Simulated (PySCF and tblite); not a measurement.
The numbers below are computed, except where a source is named.
# Conformers and averaged properties: C7H9FOS, numbered as in [CH:1]#[C:2][C@:3]1([F:4])[CH2:5][CH2:6][CH2:7][S@:8](=[O:9])[CH2:10]1

The ensemble was built from 60 distance-geometry starts (ETKDG and KDG, MMFF94s, GFN2-xTB) and rests on GFN2-xTB geometries. Weights use PBE0-D3(BJ)/6-31G* energies plus GFN2-xTB zero-point and thermal terms (modes under about 100 cm⁻¹ blended into free rotors). Symmetry numbers and mirror images are counted. Conformers within 2.5 kcal/mol (GFN2-xTB free energy) were kept, 6 at most. GIAO shieldings: PBE0/6-31G*. Shifts are against TMS (¹H), TMS (¹³C), CFCl3 (¹⁹F) at the same level; of two unlike H on one atom, a is the less shielded. Programs: PySCF with density fitting and tblite.

The 6-ring runs over atoms 3–5–6–7–8–10.

```json
{"conformer": "1", "shape": "6-ring chair (F4 axial)", "symmetry": "C1", "E(GFN2) kcal/mol": "0.79", "E(DFT) kcal/mol": "0.00", "G(298.15 K) kcal/mol": "0.00", "weight %": "87.4", "dipole D": "4.06"}
{"conformer": "2", "shape": "6-ring chair (C2, O9 axial)", "symmetry": "C1", "E(GFN2) kcal/mol": "0.00", "E(DFT) kcal/mol": "0.84", "G(298.15 K) kcal/mol": "1.17", "weight %": "12.1", "dipole D": "2.73"}
{"conformer": "3", "shape": "6-ring twist-boat (ring torsions -41, 77, -37, -27, 65, -30°)", "symmetry": "C1", "E(GFN2) kcal/mol": "2.69", "E(DFT) kcal/mol": "2.98", "G(298.15 K) kcal/mol": "3.10", "weight %": "0.5", "dipole D": "3.26"}
```

Weights (%) against temperature:

```tsv
T (K)	1	2	3	S(mix) cal/mol/K
250	90.7	9.1	0.2	0.63
298.15	87.4	12.1	0.5	0.79
350	84.1	14.9	1.0	0.94
```

Averaged shifts at 298.15 K. ¹H: 3.53 (H10a, 1H), 2.94 (H7a, 1H), 2.61 (H10b, 1H), 2.47 (H7b, 1H), 2.25 (H5a, 1H), 2.06 (H6a, 1H), 2.03 (H6b, 1H), 1.98 (H1, 1H), 1.89 (H5b, 1H) ppm. ¹³C: 84.2 (C3), 75.5 (C2), 74.6 (C1), 63.4 (C10), 55.1 (C7), 38.7 (C5), 18.5 (C6) ppm. ¹⁹F: -165.6 (F4) ppm.

Coordinates of conformer 1 (Å):

```xyz
19

C     3.498   -0.121    0.179
C     2.333   -0.091   -0.091
C     0.919   -0.062   -0.449
F     0.819    0.014   -1.842
C     0.252    1.186    0.142
C    -1.228    1.274   -0.225
C    -2.017    0.097    0.315
S    -1.515   -1.440   -0.593
O    -2.098   -2.555    0.150
C     0.250   -1.356   -0.007
H     4.516   -0.147    0.430
H     0.776    2.064   -0.241
H     0.377    1.161    1.226
H    -1.327    1.301   -1.312
H    -1.634    2.207    0.172
H    -3.085    0.217    0.134
H    -1.856   -0.070    1.379
H     0.757   -2.214   -0.451
H     0.254   -1.457    1.076
```

Coordinates of conformer 2 (Å):

```xyz
19

C    -2.525   -0.803    1.238
C    -1.794   -0.438    0.365
C    -0.950   -0.016   -0.741
F    -1.717   -0.065   -1.920
C     0.230   -0.972   -0.938
C     1.200   -0.913    0.237
C     1.861    0.445    0.343
S     0.613    1.708    0.882
O    -0.041    1.137    2.054
C    -0.508    1.433   -0.573
H    -3.138   -1.105    2.034
H     0.739   -0.704   -1.868
H    -0.167   -1.983   -1.048
H     1.959   -1.690    0.121
H     0.658   -1.103    1.168
H     2.283    0.788   -0.599
H     2.634    0.450    1.111
H     0.035    1.772   -1.454
H    -1.380    2.070   -0.420
```

Unscaled ¹⁹F shifts at such levels can be off by tens of ppm; differences between conformers or isomers are more reliable. Shifts are unscaled: against experiment ¹³C can be off by 15 ppm or more and ¹H by 0.8 ppm.

Search and properties took 91 s on 1 thread of Arm Neoverse V1, shared host (rough), launched as `OMP_NUM_THREADS=1 python ens_run.py task.json out`.


Conformer gaps in 6-31G* on xTB geometries can be 2 kcal/mol off for S=O, P=O and other polar bonds.